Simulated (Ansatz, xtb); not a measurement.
CH4FO2Si: where a starting geometry ends

The starting geometry of this gas-phase doublet was built from a drawn formula by distance geometry and a force field; its bonds are those of `[O][C@@H](O)[SiH2]F`.

```yaml
atoms:
  - { symbol: C, position_ang: [1.6697, 1.4513, -0.2277] }
  - { symbol: F, position_ang: [0.2635, 1.3970, 2.3551] }
  - { symbol: O, position_ang: [1.5519, 2.6929, -0.6589] }
  - { symbol: O, position_ang: [2.8391, 1.0723, -0.8952] }
  - { symbol: Si, position_ang: [1.7431, 1.2998, 1.8006] }
  - { symbol: H, position_ang: [0.9226, 0.6937, -0.4742] }
  - { symbol: H, position_ang: [2.9855, 1.8618, -1.3998] }
  - { symbol: H, position_ang: [2.5877, 2.3663, 2.3907] }
  - { symbol: H, position_ang: [2.2752, -0.0116, 2.1152] }
```

Q: Where would you expect an optimisation with r2SCAN-D4/def2-SVP to take it?

A: It keeps its bonds, and is `[O][C@@H](O)[SiH2]F`.

The energy falls by 0.97 eV over 13 steps:

```json
{"step": "1", "E − E(last) (eV)": "0.973"}
{"step": "2", "E − E(last) (eV)": "0.234"}
{"step": "4", "E − E(last) (eV)": "0.033"}
{"step": "5", "E − E(last) (eV)": "0.012"}
{"step": "6", "E − E(last) (eV)": "0.010"}
{"step": "8", "E − E(last) (eV)": "0.002"}
{"step": "9", "E − E(last) (eV)": "0.001"}
{"step": "10", "E − E(last) (eV)": "0.000"}
{"step": "12", "E − E(last) (eV)": "0.000"}
{"step": "13", "E − E(last) (eV)": "0.000"}
```

Final geometry (Å):

```xyz
9

C     1.5462    1.4330   -0.3138
F     0.3782    1.6068    2.4004
O     1.1216    2.6262   -0.4700
O     2.8574    1.0885   -0.7373
Si    1.7810    1.3022    1.6499
H     0.8762    0.5765   -0.5858
H     3.3000    1.9361   -0.9167
H     2.7807    2.3384    1.9977
H     2.1970   -0.0842    1.9811
```

From the same start GFN2-xTB ends elsewhere, at `O[CH]O[SiH2]F`.

The end wasn't checked by frequencies. Open shells are spin-unrestricted. Run with Ansatz 0.2.0, 74 s on 2 threads of Arm Neoverse V2, on a shared host.
